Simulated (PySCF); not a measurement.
Radial density of C (carbon, neutral)

PBE0, [He] 2s2 2p2, high-spin 3P determinant. Calculation: PySCF 2.14, in aug-cc-pVDZ; no relativity, point nucleus.

```
r (bohr)  4πr²ρ (e/bohr)  4πr²(ρα − ρβ)
 0.00555         0.04597         0.0000
 0.00933          0.1249         0.0001
  0.0157          0.3262         0.0003
  0.0264          0.8135         0.0007
  0.0444           1.855         0.0016
  0.0747           3.673         0.0041
   0.126           5.709         0.0120
   0.211           6.001         0.0489
   0.355           3.443         0.1960
   0.598           1.531         0.5666
    1.01           2.250         1.0455
    1.69           1.909         0.8881
    2.85          0.4833         0.2621
    4.79         0.03068         0.0238
    8.05       0.0004246         0.0004
```
